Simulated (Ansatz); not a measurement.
The input (input.yaml):

```yaml
crystal:
  periodic: [false, false, false]
  atoms:
    - { symbol: B, position_ang: [0.8089, -3.277, -0.3446] }
    - { symbol: Si, position_ang: [0.148, -1.8371, 0.8426] }
    - { symbol: C, position_ang: [-0.4564, -0.3527, -0.1611] }
    - { symbol: O, position_ang: [-0.7319, 0.6906, 0.687] }
    - { symbol: B, position_ang: [0.0297, 1.7717, 0.0996] }
    - { symbol: C, position_ang: [-0.3562, 3.2833, -0.2678] }
    - { symbol: S, position_ang: [0.9571, 0.4566, -0.9278] }
    - { symbol: H, position_ang: [0.2693, -4.2704, -0.3568] }
    - { symbol: H, position_ang: [1.658, -3.0052, -1.0573] }
    - { symbol: H, position_ang: [1.2548, -1.4325, 1.7558] }
    - { symbol: H, position_ang: [-0.9774, -2.3421, 1.6713] }
    - { symbol: H, position_ang: [-1.2131, -0.6021, -0.8488] }
    - { symbol: H, position_ang: [-0.8479, 3.8006, 0.5997] }
    - { symbol: H, position_ang: [0.5293, 3.8245, -0.5703] }
    - { symbol: H, position_ang: [-1.0939, 3.2412, -1.092] }
basis:
  gaussian: { orbitals: STO-3G }
hamiltonian:
  xc: pbe
  dispersion: d4
relax:
  f_tol: 0.02
  max_steps: 40
scf:
  lower_state_search: "off"
```

Command:

```bash
$ ansatz run input.yaml --threads 1 --pin off --max-ram 2048MiB --backend cpu --events-out ev --progress --plain --runs-dir out
```

Hardware: 1 thread of Arm Neoverse V2, on a shared host.

Task: Roughly how long does this run take, and how much memory?

Result: 2 min, with a peak of 0.17 GiB, for 38 ionic steps.
